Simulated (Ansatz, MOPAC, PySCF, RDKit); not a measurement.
Pair of molecules: C2H4 (SMILES C=C) (first 6 atoms) with CH3NO (SMILES NC=O); geometry from B3LYP-D3(BJ)/def2-TZVP.
(charge 0, multiplicity 1):
```xyz
12

C      0.452     0.477     0.739
C     -0.423    -0.514     0.633
H      1.210     0.468     1.513
H      0.449     1.318     0.056
H     -1.181    -0.528    -0.142
H     -0.397    -1.353     1.319
N     -0.959     0.496     3.919
C     -0.070    -0.349     4.491
O      0.750    -1.008     3.889
H     -0.963     0.606     2.915
H     -1.614     1.012     4.480
H     -0.165    -0.385     5.592
```

Counterpoise-corrected where a basis set is named; no monomer relaxation. Rows marked so take none. RDKit's UFF carries no charges.

Frozen-core correlation. Rows in 6-31G* carry no dispersion term and start afresh at each structure (6-31G* with six Cartesian d functions). The state that PM3 reach isn't checked.

Programs: Ansatz (a quantum-chemistry and plane-wave program); MOPAC for PM3 (differences of heats of formation); PySCF for 6-31G* rows, M06-2X, the dispersion terms; RDKit for the force fields. 

```json
[
 {"level": "UFF", "interaction energy (kcal/mol)": "0.48"},
 {"level": "PM3", "interaction energy (kcal/mol)": "-0.61"},
 {"level": "HF/6-31G* (no counterpoise)", "interaction energy (kcal/mol)": "-2.65"},
 {"level": "M06-2X/def2-TZVPPD", "interaction energy (kcal/mol)": "-3.87"},
 {"level": "CAM-B3LYP-D4/def2-TZVPPD", "interaction energy (kcal/mol)": "-3.74"},
 {"level": "wB97M-V/def2-TZVPPD", "interaction energy (kcal/mol)": "-3.64"},
 {"level": "B2PLYP/def2-TZVPPD", "interaction energy (kcal/mol)": "-2.30"},
 {"level": "B2PLYP-D3(BJ)/def2-TZVPPD", "interaction energy (kcal/mol)": "-3.41"},
 {"level": "SCS-MP2/aug-cc-pVDZ", "interaction energy (kcal/mol)": "[?]"}
]
```

Task: What belongs in the gaps?

Result: 
- SCS-MP2/aug-cc-pVDZ, interaction energy (kcal/mol): -2.38
